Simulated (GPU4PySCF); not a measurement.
GPU4PySCF input file for perylene diimide (C₂₄H₁₀N₂O₄), SMILES O=C1NC(=O)c2ccc3c4ccc5c6c(ccc(c7ccc1c2c73)c64)C(=O)NC5=O, ωB97M-D3(BJ)/def2-SVP. Coordinates come from a ωB97M-D3(BJ)/def2-SVP optimisation.

```python
import numpy as np
import cupy as cp
from pyscf import gto, lo
from gpu4pyscf import dft
from gpu4pyscf.properties import polarizability, raman as raman_tools
from pyscf.hessian import thermo

mol = gto.M(
    atom='''
    O     0.00000000    2.26563008    5.71255774
    C    -0.00000000    1.25023085    5.05586463
    N    -0.00000000   -0.00000000    5.66297600
    C    -0.00000000   -1.25023084    5.05586464
    O     0.00000000   -2.26563008    5.71255773
    C    -0.00000000   -1.23058258    3.56623730
    C     0.00000000   -2.42123174    2.87802802
    C    -0.00000000   -2.42726819    1.47318462
    C    -0.00000000   -1.25086800    0.74021285
    C    -0.00000000   -1.25086800   -0.74021285
    C     0.00000000   -2.42726820   -1.47318462
    C    -0.00000000   -2.42123174   -2.87802802
    C     0.00000000   -1.23058257   -3.56623729
    C    -0.00000000   -0.00000000   -2.85800647
    C     0.00000000    1.23058258   -3.56623730
    C    -0.00000000    2.42123174   -2.87802802
    C     0.00000000    2.42726819   -1.47318462
    C     0.00000000    1.25086800   -0.74021285
    C     0.00000000    1.25086800    0.74021285
    C    -0.00000000    2.42726820    1.47318462
    C     0.00000000    2.42123174    2.87802802
    C    -0.00000000    1.23058257    3.56623729
    C     0.00000000    0.00000000    2.85800647
    C    -0.00000000   -0.00000000    1.43684964
    C     0.00000000    0.00000000   -1.43684964
    C     0.00000000    1.25023084   -5.05586464
    O    -0.00000000    2.26563008   -5.71255773
    N     0.00000000    0.00000000   -5.66297600
    C     0.00000000   -1.25023085   -5.05586463
    O    -0.00000000   -2.26563008   -5.71255774
    H    -0.00000001    0.00000000    6.67909317
    H     0.00000000   -3.35186760    3.44528319
    H     0.00000000   -3.38995299    0.96760979
    H    -0.00000000   -3.38995299   -0.96760979
    H     0.00000001   -3.35186760   -3.44528319
    H    -0.00000000    3.35186760   -3.44528319
    H    -0.00000000    3.38995299   -0.96760979
    H     0.00000000    3.38995299    0.96760979
    H    -0.00000001    3.35186760    3.44528319
    H     0.00000001   -0.00000000   -6.67909317
    ''',
    basis='def2-SVP',
    charge=0,
    spin=0,
    max_memory=12000,
    verbose=3,
)
mf = dft.RKS(mol, xc='wb97m-d3bj').density_fit(auxbasis='def2-universal-jkfit')
mf.cphf_grids.atom_grid, mf.cphf_grids.prune = (75, 302), None
mf.grids.atom_grid = (99, 590)
mf.conv_tol = 1e-11
mf.max_cycle = 100
mf.kernel()
# [left out here: the lines that compute and print the analytic Hessian (its translational invariance restored by hand, since the grid's response is missing), thermochemistry and intensities]
```

Log of the run:

```
converged SCF energy = -1330.61141712974

WARN: MGGA Hessian is sensitive to dft grids.


WARN: DFTD3 does not support analytical Hessian, using finite difference


WARN: Mole.unit (angstrom) is changed to Bohr

temperature 298.1500 [K]
pressure 101325.00 [Pa]
Rotational constants [GHz] 0.41841 0.08802 0.07272
Symmetry number 4
Zero-point energy (ZPE) 0.29173 [Eh]   765943.819 [J/mol]
                           tot       elec      trans        rot        vib
Entropy [J/mol/K]       593.192      0.000    183.165    139.258    270.769
Cv [J/mol/K]            338.967      0.000     12.472     12.472    314.024
Cp [J/mol/K]            347.282      0.000     20.786     12.472    314.024
Internal energy [J/mol]                      3718.434   3718.434 809832.462
Internal energy [Eh]   -1330.30014  -1330.61142
Enthalpy [J/mol]                             6197.391   3718.434 809832.462
Enthalpy [Eh]          -1330.29919
Gibbs free energy [J/mol]                  -48413.275 -37801.275 729102.768
Gibbs free energy [Eh] -1330.36655
mode   freq/cm-1   IR/(km/mol)   Raman/(A^4/amu)   depolarisation
   1       24.31         0.000             0.000            0.353
   2       38.71         1.366             0.000            0.373
   3       76.35         0.000             0.820            0.750
   4       89.53         0.000             0.000            0.627
   5       94.37         0.000             0.170            0.750
   6      140.59         2.845             0.000            0.038
   7      141.56         0.000             0.061            0.750
   8      143.64         6.902             0.000            0.717
   9      183.90         0.000             0.001            0.750
  10      188.92        10.750             0.000            0.381
  11      217.20         0.014             0.000            0.356
  12      233.87         0.000             0.968            0.750
  13      253.60         0.000            16.968            0.750
  14      280.78         0.000             0.050            0.750
  15      325.64         0.000             0.000            0.169
  16      348.21         0.692             0.000            0.724
  17      359.53         0.000             2.628            0.750
  18      378.44        70.316             0.000            0.254
  19      390.41         0.000            23.402            0.750
  20      404.96         0.000             6.578            0.356
  21      426.71         0.000             0.842            0.750
  22      435.32        16.721             0.000            0.187
  23      458.69         0.000             7.136            0.750
  24      464.12        43.405             0.000            0.418
  25      476.65         0.000             1.183            0.750
  26      484.27         0.000             1.022            0.112
  27      490.04         0.322             0.000            0.379
  28      530.75         0.674             0.000            0.748
  29      549.16         0.000             0.000            0.114
  30      560.52         0.000            77.830            0.104
  31      575.91         0.000            10.623            0.750
  32      590.93         2.383             0.000            0.372
  33      619.91         1.053             0.000            0.376
  34      651.98         0.000             0.038            0.750
  35      653.83         0.000            11.919            0.750
  36      658.57         0.000            48.271            0.233
  37      673.80        40.575             0.000            0.088
  38      688.19         0.000             1.013            0.750
  39      697.60         0.000             0.000            0.432
  40      719.94        63.250             0.000            0.523
  41      738.98         5.241             0.000            0.601
  42      746.03         0.000             8.320            0.750
  43      748.58         0.000            13.354            0.528
  44      753.15        10.326             0.000            0.624
  45      776.43         0.000             0.456            0.750
  46      791.93         0.000             0.000            0.703
  47      793.79       178.561             0.000            0.355
  48      798.92         0.000             0.488            0.750
  49      810.47        37.986             0.000            0.277
  50      840.74         0.000             3.360            0.253
  51      843.87         0.000            14.387            0.750
  52      872.41        35.844             0.000            0.394
  53      886.70         0.000             3.216            0.750
  54      893.33         0.000             1.555            0.750
  55      900.36        23.066             0.000            0.383
  56      914.80         0.000             0.000            0.286
  57      952.80         4.152             0.000            0.352
  58      970.07         0.000             5.556            0.750
  59      985.11        30.335             0.000            0.084
  60     1029.67         0.000             0.000            0.206
  61     1030.25         0.000             0.017            0.750
  62     1030.93         0.320             0.000            0.392
  63     1033.22         0.000            35.528            0.750
  64     1053.85         0.000             4.586            0.750
  65     1092.02         0.000           589.460            0.295
  66     1126.21         0.000             9.722            0.750
  67     1134.53        40.607             0.000            0.625
  68     1137.27        17.271             0.000            0.599
  69     1194.40         5.946             0.000            0.179
  70     1210.48         0.000             7.874            0.090
  71     1211.60         0.000             6.152            0.750
  72     1217.52         6.870             0.000            0.680
  73     1222.53        24.869             0.000            0.388
  74     1224.00         0.000            11.857            0.750
  75     1291.89         0.000            87.549            0.750
  76     1293.72       298.286             0.000            0.188
  77     1310.53         0.000          1007.375            0.308
  78     1329.91        11.687             0.000            0.249
  79     1347.39         0.000          1012.030            0.216
  80     1367.06        21.122             0.000            0.222
  81     1381.85       746.934             0.000            0.207
  82     1387.32         0.000            14.624            0.750
  83     1400.18         0.175             0.000            0.020
  84     1429.45         0.000           928.142            0.228
  85     1438.42         0.000            35.218            0.750
  86     1438.70       155.645             0.000            0.392
  87     1447.38         0.000          4106.681            0.262
  88     1467.61        87.559             0.000            0.659
  89     1481.59       183.251             0.000            0.237
  90     1507.20         0.000          1109.509            0.270
  91     1518.06         0.000            55.882            0.750
  92     1542.84         0.255             0.000            0.383
  93     1596.17        10.932             0.000            0.236
  94     1597.00         0.000             0.216            0.750
  95     1670.30         0.000          3910.315            0.392
  96     1683.39        11.825             0.000            0.285
  97     1696.80         0.000          7216.629            0.358
  98     1697.75       614.532             0.000            0.439
  99     1701.01         5.664             0.000            0.397
 100     1725.10         0.000           346.160            0.750
 101     1855.04         0.756           120.883            0.750
 102     1855.18      1110.287             0.082            0.750
 103     1861.92       998.470             0.002            0.206
 104     1866.27         0.004           654.618            0.216
 105     3230.44         5.296             0.001            0.743
 106     3230.66         0.000           174.090            0.750
 107     3233.42         0.000           217.890            0.125
 108     3233.57         1.663             0.002            0.126
 109     3243.78         0.000            19.704            0.750
 110     3243.83         5.944             0.000            0.748
 111     3258.70         5.030             0.077            0.266
 112     3258.78         0.001           298.708            0.266
 113     3623.55       245.568             0.563            0.280
 114     3623.71         0.267           516.435            0.280
max |gradient| / (hartree/bohr): 0.000209008103030641
APT charges: [-0.9057  1.4165 -0.8683  1.4165 -0.9057 -0.3648  0.1627 -0.2094  0.1813
  0.1813 -0.2093  0.1627 -0.3648 -0.037  -0.3648  0.1627 -0.2094  0.1813
  0.1813 -0.2093  0.1627 -0.3648 -0.037  -0.1541 -0.1541  1.4165 -0.9057
 -0.8683  1.4165 -0.9057  0.2386  0.0801  0.0493  0.0493  0.0801  0.0801
  0.0493  0.0493  0.0801  0.2386]
```

The run converged.
